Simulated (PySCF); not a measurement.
Energy of Br⁻ (bromine, charge -1) between two integer charges

The 4p beta orbital of [Kr] is emptied in steps (occupation f), with all orbitals relaxed, ending at [Ar] 3d10 4s2 4p5. Calculation: PySCF 2.14, in aug-pcseg-2 (7s6p4d2f, 59 functions); the non-relativistic Hamiltonian (point nucleus). The exact energy is a straight line in f; departures are measured from the line between the end points of the same method.

| f | UHF (eV) | LDA (eV) | PBE (eV) | PBE0 (eV) | r2SCAN (eV) | LC-wPBE (eV) | BHandHLYP (eV) | M06-2X (eV) | HSE06 (eV) |
| --- | --- | --- | --- | --- | --- | --- | --- | --- | --- |
| 1 | 0.000 | 0.000 | 0.000 | 0.000 | 0.000 | 0.000 | 0.000 | 0.000 | 0.000 |
| 0.75 | 0.240 | -0.713 | -0.684 | -0.461 | -0.636 | 0.038 | -0.249 | -0.227 | -0.539 |
| 0.5 | 0.298 | -0.968 | -0.925 | -0.622 | -0.846 | 0.045 | -0.343 | -0.277 | -0.728 |
| 0.25 | 0.209 | -0.736 | -0.701 | -0.471 | -0.632 | 0.031 | -0.266 | -0.197 | -0.552 |
| 0 | 0.000 | 0.000 | 0.000 | 0.000 | 0.000 | 0.000 | 0.000 | 0.000 | 0.000 |

```csv
method,E(f=0) − E(f=1) (eV),−ε at f=1 (eV),−ε at f=0.5 (eV)
UHF,2.406,3.793,2.324
LDA,3.777,0.055,3.715
PBE,3.502,-0.080,3.457
PBE0,3.460,1.046,3.434
r2SCAN,3.516,0.142,3.532
LC-wPBE,3.432,3.663,3.415
BHandHLYP,3.353,2.083,3.308
M06-2X,3.435,2.192,3.555
HSE06,3.469,0.642,3.434
```

Orbital energy along the path (eV):

```tsv
f	UHF	LDA	PBE	PBE0	r2SCAN	LC-wPBE	BHandHLYP	M06-2X	HSE06
1	-3.793	-0.055	0.080	-1.046	-0.142	-3.663	-2.083	-2.192	-0.642
0.75	-2.974	-1.820	-1.633	-2.203	-1.818	-3.512	-2.652	-2.883	-1.999
0.5	-2.324	-3.715	-3.457	-3.434	-3.532	-3.415	-3.308	-3.555	-3.434
0.25	-1.795	-5.703	-5.347	-4.704	-5.207	-3.341	-4.030	-3.925	-4.920
0	-1.359	-7.749	-7.268	-5.985	-6.880	-3.268	-4.814	-4.694	-6.433
```

At f = 1 the orbital energy is positive for PBE: only the finite basis holds the electron.

Reference removal energy between the ground levels: 3.364 eV (measured; photodetachment measurements, as compiled on the Wikipedia data page of electron affinities). The calculation has no spin-orbit coupling. UHF lacks correlation.
